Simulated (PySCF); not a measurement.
Ortho-chlorotoluene, C₇H₇Cl.
SMILES: `CC1=CC=CC=C1Cl`

The closed-shell ground state was solved at several levels (PySCF, density fitting, gas phase, non-relativistic). Geometry: PBE0-D3(BJ)/def2-TZVP; no solvent, vibrations or thermal averaging.

| level | basis functions | HOMO (eV) | LUMO (eV) | gap (eV) | dipole (D) |
| --- | --- | --- | --- | --- | --- |
| wB97X-D/pcSseg-2 | 393 | -8.76 | 1.24 | 10.00 | 1.53 |
| B97-2/pcSseg-2 | 393 | -6.78 | -0.52 | 6.26 | 1.47 |
| PBE0/pcSseg-2 | 393 | -7.03 | -0.49 | 6.54 | 1.47 |

Question: What might KT3/pcSseg-2 (393 basis functions) give for the same quantities?

Answer: HOMO -6.02 eV, LUMO -1.31 eV, gap 4.71 eV, dipole 1.39 D.

Question: Over all these levels, which gives the widest orbital gap and which the narrowest?

Answer: wB97X-D/pcSseg-2 (range-separated hybrid) has the widest, 10.00 eV, and KT3/pcSseg-2 (GGA) the narrowest, 4.71 eV. From the narrowest to the widest the HOMO moves by -2.74 eV and the LUMO by +2.55 eV.

Question: In the pcSseg-2 basis, how does the gap go with the fixed share of exact exchange?

Answer: KT3 (0 %) 4.71 eV; B97-2 (21 %) 6.26 eV; PBE0 (25 %) 6.54 eV. Each rise in the share widens the gap here.

Question: How far do the dipole and the HOMO energy spread over the levels?

Answer: The dipole runs from 1.39 to 1.53 D (mean 1.46 D) and the HOMO from -8.76 to -6.02 eV.
